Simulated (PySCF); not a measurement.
Compound: C3H8Si2.
Atom-mapped SMILES: `[CH3:1][SiH2:2][C:3]#[C:4][SiH3:5]` (hydrogens: H6, H7, H8 on C1; H9, H10 on Si2; H11, H12, H13 on Si5)

Method: PySCF 2.14.0, PBE0-D3(BJ)/def2-SVP geometry optimisation, gas phase.

Give the optimised bond lengths and angles.

```json
{"bond": "C1–Si2", "length (Å)": "1.874"}
{"bond": "Si2–C3", "length (Å)": "1.842"}
{"bond": "C3≡C4", "length (Å)": "1.225"}
{"bond": "C4–Si5", "length (Å)": "1.834"}
{"bond": "C1–H6, C1–H7, C1–H8", "length (Å)": "1.100"}
{"bond": "Si2–H9, Si2–H10", "length (Å)": "1.494"}
{"bond": "Si5–H11, Si5–H12, Si5–H13", "length (Å)": "1.492"}
```

Bonds in one row agree within 0.01 Å and their mean is given. A selection of angles:
```json
{"angle": "Si2–C1–H6", "degrees": "110.4"}
{"angle": "Si2–C1–H7", "degrees": "110.7"}
{"angle": "H6–C1–H7", "degrees": "108.4"}
{"angle": "C1–Si2–C3", "degrees": "110.1"}
{"angle": "C1–Si2–H9", "degrees": "110.9"}
{"angle": "C3–Si2–H9", "degrees": "108.0"}
{"angle": "H9–Si2–H10", "degrees": "108.6"}
{"angle": "Si2–C3–C4", "degrees": "179.1"}
{"angle": "C3–C4–Si5", "degrees": "179.8"}
{"angle": "C4–Si5–H11", "degrees": "109.6"}
{"angle": "H11–Si5–H12", "degrees": "109.4"}
```

Si5 (SiH3 silicon) is tetrahedral (angles from 109.3° to 109.6°). Si2 (SiH2 silicon) is tetrahedral (angles from 108.0° to 111.1°). The 5 heavy atoms lie in one plane (0.001 Å rms). The C–Si distances run from 1.834 Å (C4–Si5, drawn single) to 1.874 Å (C1–Si2, drawn single), a spread of 0.040 Å.

Point group: Cs (tolerance 0.08 Å). Whether it is a minimum is left open (no frequencies).
